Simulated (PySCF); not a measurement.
Species: C9H14.
Numbering: `[CH3:1][C:2]1=[C:3]([CH:4]([CH3:5])[CH3:6])[CH2:7][CH:8]=[CH:9]1` (hydrogens: H10, H11, H12 on C1; H13 on C4; H14, H15, H16 on C5; H17, H18, H19 on C6; H20, H21 on C7; H22 on C8; H23 on C9)

Geometry (PBE0-D3(BJ)/def2-SVP, Å), atoms numbered from 1 in this order:
```
atom  x, y, z in Å
C1     1.7696    1.8954   -0.1504
C2     1.4906    0.4296   -0.1329
C3     0.3045   -0.2086    0.0538
C4    -1.0465    0.3950    0.3079
C5    -1.5545    0.0698    1.7151
C6    -2.0686   -0.0228   -0.7510
C7     0.5421   -1.6920   -0.0179
C8     2.0104   -1.8147   -0.2655
C9     2.5419   -0.5782   -0.3290
H10    0.8711    2.4939    0.0522
H11    2.1709    2.2106   -1.1285
H12    2.5287    2.1622    0.6036
H13   -0.9338    1.4902    0.2433
H14   -0.8312    0.3839    2.4822
H15   -1.7238   -1.0128    1.8360
H16   -2.5110    0.5780    1.9160
H17   -1.7176    0.2249   -1.7642
H18   -2.2578   -1.1081   -0.7161
H19   -3.0329    0.4844   -0.5884
H20    0.2373   -2.2079    0.9120
H21   -0.0466   -2.1646   -0.8260
H22    2.5391   -2.7624   -0.3731
H23    3.5932   -0.3360   -0.5006
```

Method used: PBE0-D3(BJ)/def2-SVP geometry optimisation, gas phase in PySCF 2.14.0.

Masses are those of the commonest isotopes; rigid-rotor values at the optimised geometry. The values belong to one conformer with, in the numbering `[CH3:1][C:2]1=[C:3]([CH:4]([CH3:5])[CH3:6])[CH2:7][CH:8]=[CH:9]1`, C2–C3–C4–C5 -113°.

(1) Give the principal moments of inertia and the rotational constants in MHz.

(2) What kind of rotor is it?

(3) What does the inertial defect say?

(4) Where do the levels up to J = 4 lie, in MHz?

(5) Which lines would a microwave search look for?

Results:

(1) Ia = 216.41, Ib = 399.22, Ic = 501.14 u·Å²; 505379 MHz·u·Å²/I gives A = 2335, B = 1266, C = 1008 MHz.

(2) An asymmetric top; Ray's κ = -0.612.

(3) Not planar: Δ = Ic − Ia − Ib = -114.49 u·Å². For a rigid frame Δ = −2 Σ m c², so Σ m c² = 57.24 u·Å² lies off the ab plane: 19.31 from hydrogen and 37.94 from heavier atoms. The atom farthest from that plane is 2.18 Å away.

(4) Above 0(0,0):
J = 1: 1(0,1) 2274, 1(1,1) 3344, 1(1,0) 3601
J = 2: 2(0,2) 6782, 2(1,2) 7635, 2(1,1) 8407, 2(2,1) 11615, 2(2,0) 11657
J = 3: 3(0,3) 13447, 3(1,3) 14048, 3(1,2) 15589, 3(2,2) 18439, 3(2,1) 18638, 3(3,1) 24453, 3(3,0) 24457
J = 4: 4(0,4) 22184, 4(1,4) 22559, 4(1,3) 25105, 4(2,3) 27504, 4(2,2) 28063, 4(3,2) 33622, 4(3,1) 33650, 4(4,1) 41945, 4(4,0) 41946
Those of J = 1 are B + C, A + C and A + B.

(5) The dipole components are |μa| = 0.42 D, |μb| = 0.01 D, |μc| = 0.01 D. Intensities carry the squares of the components, which stand as 1.00 : 0.00 : 0.00 (a : b : c). Some of the stronger lines:

```
type  branch         J(Ka,Kc)    MHz  lower level (cm⁻¹)
   a       Q  4(2,2) ← 4(2,3)    559               0.917
   a       Q  2(1,1) ← 2(1,2)    772               0.255
   a       Q  5(2,3) ← 5(2,4)   1179               1.294
   a       Q  3(1,2) ← 3(1,3)   1541               0.469
   a       R  1(0,1) ← 0(0,0)   2274               0.000
   a       Q  4(1,3) ← 4(1,4)   2546               0.752
   a       R  2(1,2) ← 1(1,1)   4291               0.112
   a       R  2(0,2) ← 1(0,1)   4508               0.076
   a       R  2(1,1) ← 1(1,0)   4806               0.120
   a       R  3(1,3) ← 2(1,2)   6413               0.255
   a       R  3(2,2) ← 2(2,1)   6823               0.387
   a       R  3(2,1) ← 2(2,0)   6981               0.389
   a       R  3(1,2) ← 2(1,1)   7181               0.280
   a       R  4(1,4) ← 3(1,3)   8511               0.469
   a       R  4(0,4) ← 3(0,3)   8737               0.449
   a       R  4(3,2) ← 3(3,1)   9169               0.816
   a       R  4(3,1) ← 3(3,0)   9193               0.816
   a       R  4(2,2) ← 3(2,1)   9425               0.622
   a       R  4(1,3) ← 3(1,2)   9517               0.520
   a       R  5(1,5) ← 4(1,4)  10586               0.752
   a       R  5(0,5) ← 4(0,4)  10749               0.740
   a       R  5(4,2) ← 4(4,1)  11463               1.399
   a       R  5(4,1) ← 4(4,0)  11466               1.399
   a       R  5(3,3) ← 4(3,2)  11475               1.121
   a       R  5(3,2) ← 4(3,1)  11558               1.122
   a       R  5(1,4) ← 4(1,3)  11790               0.837
   a       R  5(2,3) ← 4(2,2)  11900               0.936
```

No PBE0-D3(BJ)/def2-SVP frequencies stand behind this structure, so it isn't proved a minimum. These are rigid-rotor constants of the computed structure; measured ground-state constants (B0) also hold zero-point vibration. A rigid rotor knows nothing of internal rotation, which can split or shift real lines.
